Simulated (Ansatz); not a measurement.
Input file for CH₃NO₂Si, SMILES `N[SiH]1OC1=O`:

```yaml
crystal:
  periodic: [false, false, false]
  atoms:
    - {symbol: N, position_ang: [-0.866232, 0.394814, 1.116086]}
    - {symbol: Si, position_ang: [0.435849, -0.158712, 0.213245]}
    - {symbol: O, position_ang: [0.912406, 0.680590, -1.182981]}
    - {symbol: C, position_ang: [0.406173, -0.566791, -1.553797]}
    - {symbol: O, position_ang: [0.272516, -1.018619, -2.636708]}
    - {symbol: H, position_ang: [-1.746512, 0.682054, 0.722903]}
    - {symbol: H, position_ang: [-0.828802, 0.483647, 2.117150]}
    - {symbol: H, position_ang: [1.506700, -0.554184, 1.148302]}
basis:
  gaussian: {orbitals: def2-SVP}
correlation: {method: ccsd_t}
```

```sh
$ ansatz run in.yaml --threads 2 --pin off --events-out ev --progress --plain --max-ram 4352MiB
```

The program prints (abridged):

```
Functional definition: HF
866 factors; integrals over basis functions are off by at most 1.0e-3 eV
mean field evaluation 1: about -14484.0261 eV, gradient 4.7e1 eV
mean field evaluation 2: about -14484.0852 eV, gradient 4.7e1 eV
mean field evaluation 4: about -14488.6404 eV, gradient 3.8e0 eV
mean field evaluation 8: about -14488.7037 eV, gradient 4.8e-1 eV
mean field -14488.70603202 eV, -532.4501258792 hartree, gradient 5.1e-6 eV, S^2 0.000000; 0 other end points of the search recorded, 0 dependent functions left out
9 core orbitals not correlated: weight in the atoms' cores, before any rotation towards them, 1.000 or more for the frozen orbitals, at most 0.000 for the correlated occupied ones
reference -14488.70603202 eV, -532.4501258792 hartree; 14, 14 occupied and 66, 66 virtual orbitals, 866 factors
second order -20.44450932 eV of doubles, -0.00000000 eV of singles
cycle   1  -20.24422226 eV  change    2.0e-1 eV  update   1.3e-1
cycle   2  -20.85567992 eV  change   -6.1e-1 eV  update   4.3e-2
cycle   3  -21.03234774 eV  change   -1.8e-1 eV  update   2.3e-2
cycle   4  -21.01900491 eV  change    1.3e-2 eV  update   5.5e-3
cycle   5  -21.01584241 eV  change    3.2e-3 eV  update   2.5e-3
cycle   6  -21.01664302 eV  change   -8.0e-4 eV  update   8.1e-4
cycle   7  -21.01624385 eV  change    4.0e-4 eV  update   3.5e-4
cycle   8  -21.01605978 eV  change    1.8e-4 eV  update   1.3e-4
cycle   9  -21.01609634 eV  change   -3.7e-5 eV  update   5.4e-5
cycle  10  -21.01611390 eV  change   -1.8e-5 eV  update   2.1e-5
perturbative correction -0.70652053 eV, -0.0259641507 hartree
Total energy: -14510.42866645 eV, -533.2484179704 hartree
```

It took 3.7 s on 2 threads of an Intel Xeon Platinum 8488C on a shared host, with 0.32 GiB of host memory at the peak.

The correlation energy is -21.723 eV, 3.3 % of it from (T); the T1 diagnostic reads 0.0180.
